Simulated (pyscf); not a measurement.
Elementary routes open to `[CH3][CH2][SiH2]` [doublet] in the gas phase (doublet surface):
A. `[CH2][CH2][SiH3]` [doublet] (C–H broken; H–Si formed)
B. `[CH3][CH][SiH3]` [doublet] (C–H broken; H–Si formed)

Structures and frequencies: ωB97X-D3(BJ)/def2-SVP in PySCF.

Problem. Rank the routes by free-energy barrier at 600 K, lowest first, for ωB97M-D3(BJ)/def2-TZVP energies (ideal gas, 1 atm, RRHO with modes under 100 cm⁻¹ raised to 100, one conformer, R ln 2 for chiral ones without a mode under 150 cm⁻¹).

Solution. A (152.2 kJ/mol), B (177.7 kJ/mol)

Route A is the fastest of these, ahead of the next by 25.5 kJ/mol. The most stable products are those of B (ΔG = +7.4 kJ/mol), whose barrier is 25.5 kJ/mol higher: the kinetic and the thermodynamic product differ. At 1200 K A is still the fastest. Only these routes are compared; each barrier is that of the saddle found, and lower ones may exist.
